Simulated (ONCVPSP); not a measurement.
## Pseudopotential generation for scandium: ONCV, PBE, scalar-relativistic.

Input for ONCVPSP 4.0.1:

```
# ATOM AND REFERENCE CONFIGURATION
# atsym  z   nc   nv     iexc    psfile
  Sc 21.00    5    2        4      upf
#
#   n    l    f
    1    0    2.00
    2    0    2.00
    2    1    6.00
    3    0    2.00
    3    1    6.00
    3    2    1.00
    4    0    1.00
#
# PSEUDOPOTENTIAL AND OPTIMIZATION
# lmax
    3
#
#   l,   rc,      ep,       ncon, nbas, qcut
    0    3.15    0.00    3    8    2.50
    1    3.40    0.08    4    9    2.70
    2    1.80    0.00    3    8    8.20
    3    2.90    0.16    4    8    4.20
#
# LOCAL POTENTIAL
# lloc, lpopt,  rc(5),   dvloc0
    2    5    1.80    0.00
#
# VANDERBILT-KLEINMAN-BYLANDER PROJECTORs
# l, nproj, debl
    0    2    2.70
    1    1    1.60
    2    0    3.90
    3    2    2.20
#
# MODEL CORE CHARGE
# icmod, fcfact, rcfact
    3    2.00    1.55
#
# LOG DERIVATIVE ANALYSIS
# epsh1, epsh2, depsh
   -2.00    5.00    0.02
#
# OUTPUT GRID
# rlmax, drl
    6.00    0.01
#
# TEST CONFIGURATIONS
# ncnf
    4
# nvcnf
#   n    l    f
    2
    3    2    1.00
    4    0    2.00
#
    2
    3    2    1.00
    4    0    0.00
#
    2
    3    2    1.00
    4    0    1.50
#
    3
    3    2    1.00
    4    0    0.00
    4    1    1.00
#
```

Command:

```bash
oncvpsp.x < Sc.dat > Sc.out
```

The program printed (shortened: citation, most of the input echo, consistency checks and plot data are left out):

```
ONCVPSP  (Optimized Norm-Conservinng Vanderbilt PSeudopotential)
scalar-relativistic version 4.0.1

#   n    l    f        energy (Ha)
    1    0    2.00    -1.6185843E+02
    2    0    2.00    -1.7688712E+01
    2    1    6.00    -1.4526099E+01
    3    0    2.00    -2.2798217E+00
    3    1    6.00    -1.4927755E+00
    3    2    1.00    -3.6630113E-01
    4    0    1.00    -3.5748841E-01

Reference configufation results
  iterations    24
  all-electron total energy (Ha)   -7.63802925D+02

Begin loop to  construct optimized pseudo wave functions
and semi-local pseudopoentials for all angular momenta

   Wellstate for l =  0  n =  7
     eigenvalue =   2.3425
     asymptotic potential =   2.8425
     half-point radius =  5.2038

Calculating optimized projector #   1

 for l=   0

    Fraction of norm inside rc  0.471887
    Optimizing pswf for qcut=   2.50 a_B^-1,  ecut=   3.13 Ha
    Residual kinetic energy error=  5.56D-05 Ha

    Energy error per electron        Cutoff
         Ha          eV             Ha
         0.01000     0.27211        1.35
         0.00100     0.02721        2.24
         0.00010     0.00272        2.94
         0.00001     0.00027       12.05

Calculating optimized projector #   2

 for l=   0

    Fraction of norm inside rc  0.195688
    Optimizing pswf for qcut=   2.50 a_B^-1,  ecut=   3.13 Ha
    Residual kinetic energy error=  1.38D-01 Ha

    Energy error per electron        Cutoff
         Ha          eV             Ha
         0.01000     0.27211       14.63
         0.00100     0.02721       27.92
         0.00010     0.00272       54.73

WARNING wellstate: moderately localized bound state found for n= 4 l=  1
WARNING scattering state with energy  0.05000000
WARNING will be used for the first projector

   Wellstate for l =  1  n =  5
     eigenvalue =   0.0500
     asymptotic potential =   0.5500
     half-point radius =  9.5352

Calculating optimized projector #   1

 for l=   1

    Fraction of norm inside rc  0.216238
    Optimizing pswf for qcut=   2.70 a_B^-1,  ecut=   3.64 Ha
    Residual kinetic energy error=  4.25D-05 Ha

    Energy error per electron        Cutoff
         Ha          eV             Ha
         0.01000     0.27211        0.87
         0.00100     0.02721        2.26
         0.00010     0.00272        3.46
         0.00001     0.00027        8.68

Calculating optimized projector #   1

 for l=   2

    Fraction of norm inside rc  0.633471
    Optimizing pswf for qcut=   8.21 a_B^-1,  ecut=  33.67 Ha
    Residual kinetic energy error=  2.02D-06 Ha

    Energy error per electron        Cutoff
         Ha          eV             Ha
         0.01000     0.27211       20.19
         0.00100     0.02721       24.99
         0.00010     0.00272       28.49
         0.00001     0.00027       31.38

   Wellstate for l =  3  n =  4
     eigenvalue =   0.1600
     asymptotic potential =   0.6600
     half-point radius =  6.7556

   Wellstate for l =  3  n =  6
     eigenvalue =   2.3600
     asymptotic potential =   2.8600
     half-point radius =  4.5136

Calculating optimized projector #   1

 for l=   3

    Fraction of norm inside rc  0.081573
    Optimizing pswf for qcut=   4.21 a_B^-1,  ecut=   8.85 Ha
    Residual kinetic energy error=  3.16D-06 Ha

    Energy error per electron        Cutoff
         Ha          eV             Ha
         0.01000     0.27211        1.72
         0.00100     0.02721        3.95
         0.00010     0.00272        6.31
         0.00001     0.00027        7.98

Calculating optimized projector #   2

 for l=   3

    Fraction of norm inside rc  0.268869
    Optimizing pswf for qcut=   4.21 a_B^-1,  ecut=   8.85 Ha
    Residual kinetic energy error=  1.08D-02 Ha

    Energy error per electron        Cutoff
         Ha          eV             Ha
         0.01000     0.27211        8.94
         0.00100     0.02721       24.10
         0.00010     0.00272       39.28
         0.00001     0.00027       44.74

Construct Vanderbilt / Kleinmman-Bylander projectors

B matrix Hermiticity error, ll=   0
   1   2    4.5377E-05

  Orthonormal projector coefficients  8.4175E+00  9.9509E-01

B matrix Hermiticity error, ll=   3
   1   2   -8.5089E-06

  Orthonormal projector coefficients -8.5907E+00 -6.4161E-01

Model core correction analysis
  based on d2Exc/dn_idn_j

d2excae - all-electron derivatives

   -2.394869D-02   -1.427071D-02
   -1.426399D-02   -4.372573D-02

d2excps - pseudofunction derivatives with no core correction

   -1.036535D-01   -2.143025D-02
   -2.141417D-02   -5.241790D-02

rms 2nd derivative error    4.040667E-02

rmatch, rhocmatch    2.2755    0.1033

Teter function model core charge with specified parameters

d2excps - pseudofunction derivatives with core correction

   -8.533140D-02   -1.718810D-02
   -1.716971D-02   -4.455592D-02

rms 2nd derivative error    3.076313E-02

Pseudoatom total energy   -1.367053

Diagnostic tests using Vanderbilt-Kleinman-Bylander pseudopotentials
  1 or more projectors used as specified by nproj input data

   l    rcore       rmatch      e in        delta e   norm test  slope test

   0   3.1620497   3.2580564  -0.3574884   0.0000122   1.0001122   1.0003636
   0   3.1620497   3.2580564   2.3425116   0.0007062   1.0003192   1.0003192

   1   3.4177669   3.5215377   0.0500000   0.0000003   1.0000007   1.0000007

   2   1.8020154   1.8567285  -0.3663011  -0.0000074   0.9999917   0.9999605

   3   2.9080171   2.9963108   0.1600000   0.0000041   0.9999847   0.9999847
   3   2.9080171   2.9963108   2.3600000   0.0000248   1.0000216   1.0000216

 Testing for bound ghosts
   n   l    E NL Schr. Eq   E Basis Diag.   E Cutoff

       0                       -0.569608     26.11  WARNING - GHOST(-)
   1   0       -0.357476       -0.357190     26.11

       1                       -1.421844     26.11  WARNING - GHOST(-)
   2   1       -0.233150       -0.232195     26.11

       3                       -0.409989     45.53  WARNING - GHOST(-)

 Testing for highly-localized positive-energy ghosts
       l    <radius>/rc     E Basis Diag.   E Cutoff

Test configuration 0

   n   l     f        eae           eps        diff
   1   0  2.0000 -161.85843306
   2   0  2.0000  -17.68871219
   2   1  6.0000  -14.52609926
   3   0  2.0000   -2.27982166
   3   1  6.0000   -1.49277546
   3   2  1.0000   -0.36630113   -0.36630858   -7.45D-06
   4   0  1.0000   -0.35748841   -0.35747621    1.22D-05

    Total energies and differences
      AE_ref= -7.63802925D+02  AE_tst= -7.63802925D+02  dif=  0.00D+00
      PS_ref= -1.36705313D+00  PS_tst= -1.36705313D+00  dif= -1.02D-14
      PSP excitation error=  1.02D-14

Test configuration 1

psatom: WARNING lschvkbb convergence error n,l,iter=   1   0  33
ea(ii),et,emin,emax -2.344411E-01 -2.578853E-01 -2.578853E-01 -2.578853E-01
run_config: WARNING for fully non-local PS atom, stg. 1
 WARNING no output for configuration 2

Test configuration 2

   n   l     f        eae           eps        diff
   1   0  2.0000 -162.17493495
   2   0  2.0000  -17.99960394
   2   1  6.0000  -14.83746569
   3   0  2.0000   -2.58722222
   3   1  6.0000   -1.79893168
   3   2  1.0000   -0.65823575   -0.65783423    4.02D-04

    Total energies and differences
      AE_ref= -7.63802925D+02  AE_tst= -7.63333718D+02  dif=  4.69D-01
      PS_ref= -1.36705313D+00  PS_tst= -9.00058151D-01  dif=  4.67D-01
      PSP excitation error=  2.21D-03

Test configuration 3

   n   l     f        eae           eps        diff
   1   0  2.0000 -161.72020870
   2   0  2.0000  -17.55280056
   2   1  6.0000  -14.38998666
   3   0  2.0000   -2.14438724
   3   1  6.0000   -1.35748224
   3   2  1.0000   -0.23648161   -0.23548548    9.96D-04
   4   0  1.5000   -0.25241518   -0.25158983    8.25D-04

    Total energies and differences
      AE_ref= -7.63802925D+02  AE_tst= -7.63955161D+02  dif= -1.52D-01
      PS_ref= -1.36705313D+00  PS_tst= -1.51909574D+00  dif= -1.52D-01
      PSP excitation error= -1.94D-04

Test configuration 4

   n   l     f        eae           eps        diff
   1   0  2.0000 -161.90366321
   2   0  2.0000  -17.73305867
   2   1  6.0000  -14.57040465
   3   0  2.0000   -2.32428256
   3   1  6.0000   -1.53670243
   3   2  1.0000   -0.40496673   -0.40694415   -1.98D-03
   4   1  1.0000   -0.25414526   -0.25396492    1.80D-04

    Total energies and differences
      AE_ref= -7.63802925D+02  AE_tst= -7.63676872D+02  dif=  1.26D-01
      PS_ref= -1.36705313D+00  PS_tst= -1.24184617D+00  dif=  1.25D-01
      PSP excitation error=  8.46D-04
```

Note: ghosts flagged at negative energy: s at -15.5 eV, p at -38.7 eV, f at -11.2 eV; no localised positive-energy state flagged. A true bound ghost makes a file unfit for plane-wave use.

The run took about 3.6 s on one core of a shared server CPU.
